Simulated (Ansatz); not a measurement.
Stepwise reaction of `[NH2][Ga]([NH2])[Cl]` with hydrogen chloride, as a gas-phase model of exchange steps in deposition or etching. ΔE in kJ/mol; ΔG adds harmonic PBE0-D4 terms to CCSD(T)/CBS, at 1 bar.

Program: Ansatz. Geometries: PBE0-D4/def2-TZVP. ΔE: electronic, gas phase. CCSD(T)/CBS is the MP2 limit (def2-TZVPP, def2-QZVPP) plus CCSD(T) − MP2 in def2-TZVPP, frozen cores. This one scheme is used for every species. Functionals use def2-TZVPP. B3LYP here is the variant with VWN-RPA as its local correlation; programs differ in this. For Ga outer-core shells are correlated without core-valence functions, which leaves a few kJ/mol of doubt a bond. Scalar relativity is left out up to krypton. One conformer a species, not always the lowest.

```tsv
step	reaction	PBE-D4	B3LYP-D4	ωB97M-V	CCSD(T)/CBS	ΔG(500 K)
1	`[NH2][Ga]([NH2])[Cl]` + HCl → `[NH2][Ga]([Cl])[Cl]` + NH₃	-81.5	-82.4	-82.3	-76.7	-73.9
2	`[NH2][Ga]([Cl])[Cl]` + HCl → `[Cl][Ga]([Cl])[Cl]` + NH₃	-67.0	-66.9	-66.3	-60.5	-42.1
```

Question: By hand: ΔE of the 2 steps together at CCSD(T)/CBS.

Answer: (-76.7) + (-60.5) = -137.2 kJ/mol, or -68.6 kJ/mol a step.

In ΔE each step is higher than the one before. All are downhill at CCSD(T)/CBS. ΔG lies between -73.9 and -42.1 kJ/mol a step. PBE-D4 differs from CCSD(T)/CBS by -6.5 to -4.8 kJ/mol a step. Isolated molecules leave out the surface, adducts and barriers. Largest T1 diagnostic: 0.012.
